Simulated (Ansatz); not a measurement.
Consider the ligand exchange at the Al–S bond: `[NH2][Al]([SH])[Cl]` + CH₃OH → `C[O][Al]([NH2])[Cl]` + H₂S.

Program: Ansatz. Geometries: PBE0-D4/def2-TZVP. ΔE: electronic, gas phase. CBS: MP2 limit from def2 TZ/QZ plus the TZ coupled-cluster correction, frozen cores. This one scheme is used for every species. Functionals use def2-TZVPP. HSE06 is defined as in plane-wave codes. One conformer a species, not always the lowest.

`[NH2][Al]([SH])[Cl]`:

Z-matrix (Å, degrees):
```
N
Al 1 1.754
H 1 1.006 2 125.8
H 1 1.007 2 123.5 3 -180.0
S 2 2.173 1 123.5 3 -0.0
Cl 2 2.090 1 119.0 3 180.0
H 5 1.345 2 92.8 1 -0.1
```

CH₃OH:

Z-matrix (Å, degrees):
```
C
O 1 1.409
H 1 1.097 2 112.4
H 1 1.090 2 107.0 3 -118.5
H 1 1.097 2 112.4 3 123.0
H 2 0.959 1 108.5 3 -61.6
```

`C[O][Al]([NH2])[Cl]`:

```xyz
10

C    -0.384    1.872   -0.529
O     0.295    0.688   -0.229
Al   -0.138   -0.852    0.266
N     1.092   -2.069    0.530
Cl   -2.155   -1.330    0.573
H    -0.054    2.673    0.141
H    -0.166    2.179   -1.557
H    -1.471    1.769   -0.427
H     0.902   -3.011    0.827
H     2.079   -1.920    0.404
```

H₂S:

Z-matrix (Å, degrees):
```
S
H 1 1.341
H 1 1.341 2 92.3
```

(1) Is it downhill or uphill in electronic energy at CCSD(T)/CBS, and by how much? (Best estimate.)

(2) What do these levels give: PBE0-D4, BHLYP-D4, CAM-B3LYP-D4, ωB97M-V, B2PLYP, PBE, PBE0, r2SCAN0, HSE06, MP2/def2-SVP, CCSD(T)/def2-SVP, CCSD/CBS(def2)? (Estimate.)

Largest T1 diagnostic among the species: 0.010.

Answers

(1) The calculation gave: Downhill: ΔE = -0.22 eV.

(2) The calculation gave: PBE0-D4 -0.15, BHLYP-D4 -0.29, CAM-B3LYP-D4 -0.32, ωB97M-V -0.24, B2PLYP -0.28, PBE -0.15, PBE0 -0.15, r2SCAN0 -0.21, HSE06 -0.14, MP2/def2-SVP -0.32, CCSD(T)/def2-SVP -0.33, CCSD/CBS(def2) -0.24 eV.

Leaving LDA and LC-ωPBE aside and taking each functional with its dispersion term where it has one, the values, not all of them listed here, spread over 0.18 eV, from CAM-B3LYP-D4 to revPBE-D4. LDA lies −0.06 eV from PBE without D4. In def2-TZVPP, CCSD(T) changes the Hartree–Fock value by +0.05 eV (the triples alone add +0.02 eV) and MP2 by +0.06 eV. At CCSD(T), def2-SVP lies −0.11 eV from the extrapolated value and def2-TZVPP −0.03 eV.
